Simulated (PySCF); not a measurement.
A structure optimised at PBE-D3(BJ)/def2-SVP, used in a PySCF frequency run:

```xyz
9

Cd     0.0830     0.3276     0.0000
O      0.5364    -1.6090     0.0000
C     -0.4660    -2.5946     0.0000
H     -1.1341    -2.5718    -0.8982
H      0.0226    -3.5978     0.0000
H     -1.1341    -2.5718     0.8982
N     -0.4495     2.2777     0.0000
H     -0.0436     2.7560    -0.8184
H     -0.0436     2.7560     0.8184
```
Charge 0, spin multiplicity 1.

Task: Write its SMILES, formula and point group.

Result: C[O][Cd][NH2], CH5CdNO, Cs

Task: What are its rotational constants (standard atomic weights)?

Result: 31.215, 2.0108, 1.9321 GHz
